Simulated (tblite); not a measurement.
Compound: C₄H₁₂GeO₂Si.
SMILES with atom numbers: `[CH3:1][O:2][C:3](=[O:4])[C@H:5]([CH3:6])[GeH2:7][SiH3:8]` (hydrogens: H9, H10, H11 on C1; H12 on C5; H13, H14, H15 on C6; H16, H17 on Ge7; H18, H19, H20 on Si8)

Computed with GFN2-xTB (tblite), gas phase: L-BFGS steps from a force-field or distance-geometry start until the largest atomic force falls under 0.01 eV/Å.

The end geometry, which sets the zero of energy:
```
atom  x, y, z in Å
C1     -2.7242    0.9841    1.2974
O2     -2.0872    0.5601    0.1023
C3     -1.0181   -0.2400    0.2544
O4     -0.6115   -0.5968    1.3361
C5     -0.3445   -0.5028   -1.0344
C6      0.2363   -1.9035   -1.1336
Ge7     1.1171    0.8827   -0.9404
Si8     2.7176    0.4257    0.7215
H9     -3.0523    0.1204    1.8794
H10    -2.0361    1.5765    1.9043
H11    -3.5766    1.5853    0.9916
H12    -1.0284   -0.2868   -1.8550
H13    -0.5534   -2.6474   -1.2319
H14     0.8095   -2.1309   -0.2362
H15     0.8933   -1.9807   -1.9996
H16     1.6388    0.9278   -2.3697
H17     0.3920    2.2123   -0.8448
H18     3.8079   -0.3421    0.1127
H19     2.1453   -0.3243    1.8305
H20     3.2694    1.6913    1.2122
```

Task: These geometries come from the run, each turned onto the end geometry. Order them by energy, lowest first.
A.
```
atom  x, y, z in Å
C1     -2.7292    1.0928    1.2281
O2     -2.0085    0.6732    0.0803
C3     -1.1243   -0.3304    0.2505
O4     -0.9429   -0.8801    1.3093
C5     -0.3481   -0.5570   -0.9884
C6      0.2806   -1.9389   -1.0588
Ge7     1.0502    0.8955   -0.8482
Si8     2.8250    0.3994    0.6160
H9     -3.0318    0.2248    1.8174
H10    -2.1100    1.7471    1.8487
H11    -3.5986    1.6329    0.8599
H12    -0.9675   -0.3370   -1.8587
H13    -0.4632   -2.7065   -1.2697
H14     0.7362   -2.1832   -0.1009
H15     1.0471   -1.9697   -1.8336
H16     1.4389    1.1358   -2.3017
H17     0.2950    2.1659   -0.5186
H18     3.9158   -0.2507   -0.1129
H19     2.4097   -0.4664    1.7149
H20     3.3204    1.6635    1.1632
```
B.
```
atom  x, y, z in Å
C1     -2.7086    1.0561    1.2456
O2     -2.0692    0.5879    0.0686
C3     -1.0769   -0.3039    0.2451
O4     -0.7640   -0.7394    1.3282
C5     -0.3471   -0.5499   -1.0167
C6      0.2653   -1.9386   -1.0866
Ge7     1.0475    0.9004   -0.8661
Si8     2.7733    0.4196    0.6608
H9     -3.0092    0.2177    1.8756
H10    -2.0272    1.6902    1.8170
H11    -3.5746    1.6276    0.9206
H12    -0.9991   -0.3415   -1.8644
H13    -0.4869   -2.6829   -1.3456
H14     0.6800   -2.2088   -0.1169
H15     1.0599   -1.9760   -1.8311
H16     1.5083    1.0947   -2.3014
H17     0.2753    2.1859   -0.6243
H18     3.8511   -0.2678   -0.0562
H19     2.2692   -0.4237    1.7386
H20     3.3278    1.6632    1.2060
```
C.
```
atom  x, y, z in Å
C1     -2.8801    1.0583    1.2237
O2     -1.8927    0.8867    0.2135
C3     -1.2787   -0.3137    0.2051
O4     -1.5153   -1.1759    1.0157
C5     -0.3074   -0.4589   -0.9130
C6      0.3083   -1.8530   -0.8672
Ge7     1.1417    0.9504   -0.8423
Si8     3.0024    0.3485    0.4737
H9     -3.1236    0.0825    1.6514
H10    -2.4948    1.7110    2.0074
H11    -3.7636    1.4960    0.7650
H12    -0.8620   -0.2723   -1.8353
H13    -0.4635   -2.5881   -0.6455
H14     1.0371   -1.8909   -0.0574
H15     0.7943   -2.1056   -1.8068
H16     1.5596    1.1510   -2.2919
H17     0.5361    2.2961   -0.5607
H18     4.0655   -0.2050   -0.3674
H19     2.6258   -0.6502    1.4738
H20     3.5058    1.5439    1.1551
```
D.
```
atom  x, y, z in Å
C1     -2.8167    1.1152    1.1953
O2     -1.8536    0.8080    0.2034
C3     -1.1901   -0.3638    0.3057
O4     -1.3106   -1.1224    1.2325
C5     -0.3152   -0.5261   -0.8835
C6      0.3194   -1.9038   -0.9735
Ge7     1.0700    0.9383   -0.8027
Si8     2.9275    0.3866    0.5267
H9     -3.1486    0.2012    1.6901
H10    -2.3948    1.7980    1.9346
H11    -3.6511    1.5936    0.6866
H12    -0.9338   -0.3306   -1.7631
H13    -0.4429   -2.6817   -0.9612
H14     0.9886   -2.0800   -0.1323
H15     0.8945   -1.9828   -1.8951
H16     1.4942    1.1222   -2.2522
H17     0.3479    2.2287   -0.5091
H18     3.9640   -0.1913   -0.3318
H19     2.5679   -0.5813    1.5619
H20     3.4784    1.5828    1.1645
```
E.
```
atom  x, y, z in Å
C1     -2.7298    1.0119    1.2739
O2     -2.0750    0.5825    0.0902
C3     -1.0297   -0.2471    0.2571
O4     -0.6552   -0.6272    1.3425
C5     -0.3358   -0.5097   -1.0214
C6      0.2661   -1.9033   -1.0881
Ge7     1.0883    0.9123   -0.9226
Si8     2.7298    0.3925    0.6799
H9     -3.0354    0.1508    1.8715
H10    -2.0633    1.6378    1.8725
H11    -3.5969    1.5811    0.9484
H12    -1.0171   -0.3160   -1.8493
H13    -0.5072   -2.6513   -1.2616
H14     0.7605   -2.1353   -0.1456
H15     0.9983   -1.9666   -1.8925
H16     1.5907    1.0185   -2.3551
H17     0.3204    2.2127   -0.7846
H18     3.7989   -0.3331   -0.0125
H19     2.2068   -0.4318    1.7614
H20     3.2804    1.6318    1.2327
```

Result: E (0.005 eV), B (0.018 eV), A (0.032 eV), D (0.070 eV), C (0.157 eV).

In the order of the answer:

| step | E above end (eV) | largest force (eV/Å) | rms force component (eV/Å) | rms distance from end (Å) | rms bond change (Å) | bond most changed (Å) |
| --- | --- | --- | --- | --- | --- | --- |
| 85 | 0.005 | 0.05 | 0.015 | 0.077 | 0.001 | C5–Ge7 -0.001 |
| 69 | 0.018 | 0.08 | 0.022 | 0.146 | 0.001 | Si8–H19 +0.002 |
| 54 | 0.032 | 0.07 | 0.024 | 0.206 | 0.002 | C5–Ge7 +0.005 |
| 37 | 0.070 | 0.10 | 0.028 | 0.350 | 0.004 | Ge7–H17 -0.010 |
| 11 | 0.157 | 0.20 | 0.066 | 0.436 | 0.005 | Ge7–H17 -0.015 |

What follows is the cost of the whole relaxation. Time: 1.9 s of wall time. Hardware: one thread, Arm Neoverse N1 (aarch64), no GPU, shared host with 64 logical CPUs at a one-minute load of 61.
